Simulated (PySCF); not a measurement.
ClIMg, singlet, geometry from GFN2-xTB (such geometries of metal compounds can be far from the true shape) (core potentials on I). Base run: CAMB3LYP/def2-SVP, polarisability in PySCF.

PySCF was given this input:
```python
from pyscf import gto, scf, dft
from pyscf.prop import polarizability

mol = gto.M(
    atom='''
Mg    1.02727888    0.14411651   -0.70991852
Cl    2.16460350    1.00619082   -2.29028343
I    -0.92689822   -0.35537060    0.89535548
''',
    basis='def2-svp',
    ecp={'I': 'def2-svp'},
    verbose=4,
)

mf = dft.RKS(mol)
mf.xc = 'camb3lyp'
mf.kernel()
alpha = mf.Polarizability().polarizability()[2, 2]
print('alpha_zz =', alpha)
```

Task: The base was run again with changes. Order these runs by alpha_zz (bohr³), lowest first: basis = STO-3G | functional = hf | basis = def2-SVPD | functional = pbe0 | functional = pbe | functional = lda,vwn.

Result: basis = STO-3G (alpha_zz (bohr³) 23.14), functional = hf (alpha_zz (bohr³) 53.69), functional = pbe0 (alpha_zz (bohr³) 60.24), functional = lda,vwn (alpha_zz (bohr³) 63.97), functional = pbe (alpha_zz (bohr³) 64.03), basis = def2-SVPD (alpha_zz (bohr³) 75.03)

Finite-field rows take the second difference of the energy in a field along z; a small field with loose convergence shows SCF noise divided by the square of the field, and a large one adds hyperpolarisability.
